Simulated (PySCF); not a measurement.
2-methylidene-1,3-dithiole (C₄H₄S₂), SMILES C=C1SC=CS1.

Coordinates come from a TPSSh-D3(BJ)/def2-SVP optimisation.

Level of theory: r2SCAN/def2-TZVP (PySCF).

Isolated molecule, no solvent.

Computed frontier levels, gap, dipole moment and polarisability:
- highest occupied level = -4.72 eV
- lowest empty level = -1.14 eV
- orbital gap = 3.58 eV
- dipole moment = 1.36 D
- quadrupole, principal values (traceless, Buckingham form, about the centre of nuclear charge) = -8.51, -0.13, 8.63 D·Å
- mean static polarisability = 82.3 bohr³ (12.19 Å³)
- polarisability, principal values = 46.6, 90.9, 109.4 bohr³
